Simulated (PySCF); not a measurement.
The vertical singlet excitations below were computed for one of the candidates. Theory: TDDFT PBE0/def2-SVPD, vertical, gas phase, core orbitals frozen in the response in PySCF. Geometries: GFN2-xTB, one conformer each.

```csv
state,E (eV),λ (nm),f
S1,6.14,202.0,0.0002
S2,7.73,160.3,0.0068
S3,7.75,159.9,0.203
S4,8.72,142.1,0.0009
S5,8.82,140.5,0.015
S6,8.99,137.9,0.022
S7,9.27,133.7,0.014
S8,9.35,132.6,0.020
```

Question: Which structure fits? All have the formula C5H4F4O.
A. `O=C(F)C1(C(F)(F)F)CC1`
B. `C/C=C(/C(=O)F)C(F)(F)F`
C. `F/C=C\OC(=C)C(F)(F)F`

Answer: A. Its S1, at 6.14 eV, is the highest among the candidates; the nearest of the others has S1 at 5.64 eV. S1 is HOMO→LUMO (98%). Löwdin shares by element: HOMO oxygen 66%, carbon 17% or more, fluorine 10% or more; LUMO carbon 44% or more, oxygen 28%, fluorine 10% or more (atoms not listed hold the other 17%). At the same level the other candidates give, for their lowest levels:
- `C=C(O/C=C\F)C(F)(F)F`: 5.64 eV (f 0.088); 6.37 eV (f 0.040); 6.61 eV (f 0.037); 7.35 eV (f 0.009); 7.51 eV (f 0.145); T1 3.98 eV; HOMO -7.33, LUMO -0.75 eV
- `C/C=C(/C(=O)F)C(F)(F)F`: 5.12 eV (f 0.000); 6.23 eV (f 0.465); 6.91 eV (f 0.001); 7.63 eV (f 0.000); 7.79 eV (f 0.029); T1 3.76 eV; HOMO -9.11, LUMO -2.50 eV

Conformer computed: `[O:1]=[C:2]([F:3])[C:4]1([C:5]([F:6])([F:7])[F:8])[CH2:9][CH2:10]1`: O1–C2–C4–C5 180°, C2–C4–C5–F6 61°.
Triplets come from the Tamm–Dancoff approximation.
